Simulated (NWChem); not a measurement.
Isomers of C₅H₅FSi, each optimised at B3LYP/6-31G* with NWChem, gas phase unless a solvent is named. Flexible species stand in one conformer each, which need not be the lowest. Pople sets run with spherical d functions.

A: [SiH2](C#C)[C@@H](C#C)F
B: C#CC([SiH3])=C=CF
C: C#C[Si](C)(F)C#C

**Question.** Rank them by SMD solvation free energy in water, B3LYP/6-31G* (kcal/mol), lowest first.

**Answer.** A (0.6), C (1.0), B (2.5)
